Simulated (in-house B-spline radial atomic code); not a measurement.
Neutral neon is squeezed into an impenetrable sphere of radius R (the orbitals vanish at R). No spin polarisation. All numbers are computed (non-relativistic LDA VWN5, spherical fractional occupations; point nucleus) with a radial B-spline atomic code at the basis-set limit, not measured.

Energies in eV above the free atom in [He] 2s2 2p6:

```json
{"R (bohr)": "8.12", "highest level (eV)": "-13.6", "[He] 2s2 2p6": "8.976e-05", "-dE/dV in [He] 2s2 2p6 (GPa)": "0.000237"}
{"R (bohr)": "5.63", "highest level (eV)": "-13.5", "[He] 2s2 2p6": "0.01388", "-dE/dV in [He] 2s2 2p6 (GPa)": "0.0765"}
{"R (bohr)": "5.37", "highest level (eV)": "-13.5", "[He] 2s2 2p6": "0.02355", "-dE/dV in [He] 2s2 2p6 (GPa)": "0.143"}
{"R (bohr)": "4.49", "highest level (eV)": "-13.3", "[He] 2s2 2p6": "0.1424", "-dE/dV in [He] 2s2 2p6 (GPa)": "1.25"}
{"R (bohr)": "3.7", "highest level (eV)": "-12.5", "[He] 2s2 2p6": "0.7406", "-dE/dV in [He] 2s2 2p6 (GPa)": "9.89"}
{"R (bohr)": "2.95", "highest level (eV)": "-9.92", "[He] 2s2 2p6": "3.808", "-dE/dV in [He] 2s2 2p6 (GPa)": "85"}
{"R (bohr)": "2.71", "highest level (eV)": "-8.1", "[He] 2s2 2p6": "6.597", "-dE/dV in [He] 2s2 2p6 (GPa)": "180"}
{"R (bohr)": "2.11", "highest level (eV)": "2.1", "[He] 2s2 2p6": "28.25", "-dE/dV in [He] 2s2 2p6 (GPa)": "1390"}
{"R (bohr)": "1.6", "highest level (eV)": "28", "[He] 2s2 2p6": "110.1", "-dE/dV in [He] 2s2 2p6 (GPa)": "10400"}
{"R (bohr)": "1.31", "highest level (eV)": "63.2", "[He] 2s2 2p6": "257.1", "-dE/dV in [He] 2s2 2p6 (GPa)": "39400"}
```

The highest level is first positive in the row R = 2.11 bohr, pushed up by confinement above the zero of the free ion's potential. Each configuration is held fixed and needn't be the lowest in the sphere.
